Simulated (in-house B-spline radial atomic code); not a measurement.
RPA and G0W0 for the beryllium ion Be⁺, [He] 2s1, highest spin, as one setting changes: the share of exact exchange in the PBE hybrid start. A dash marks a level of low quasi-particle weight. Computed with an all-electron radial atomic-structure program (B-spline basis): all electrons, non-relativistic, point nucleus, each spin shell either full or empty, empty states to l = 9 with an (l + 1/2)⁻⁴ tail; G0W0 by contour deformation at full frequency.

RPA overbinds a lone outer s electron by self-correlation, and G0W0 tends to as well.

```csv
share of exact exchange in the PBE hybrid start,mean-field level (eV),G0W0 level (eV),RPA correlation (Eh)
0,-14.472,2s up -18.896,-0.12338
0.1,-14.876,2s up -18.903,-0.11896
0.2,-15.280,2s up -18.901,-0.11529
0.3,?,?,?
0.4,-16.086,2s up -18.881,-0.10935
0.5,?,?,?
0.6,-16.889,2s up -18.854,-0.10462
0.7,-17.290,2s up -18.839,-0.10255
0.8,-17.690,2s up -18.824,-0.10065
0.9,-18.090,2s up -18.809,-0.098869
1,-18.490,2s up -18.795,-0.097204
```

Task: What belongs in the row for 0.3?

Result: mean-field level (eV): -15.683; G0W0 level (eV): 2s up -18.893; RPA correlation (Eh): -0.11213.

Task: What belongs in the row for 0.5?

Result: mean-field level (eV): -16.488; G0W0 level (eV): 2s up -18.868; RPA correlation (Eh): -0.10687.
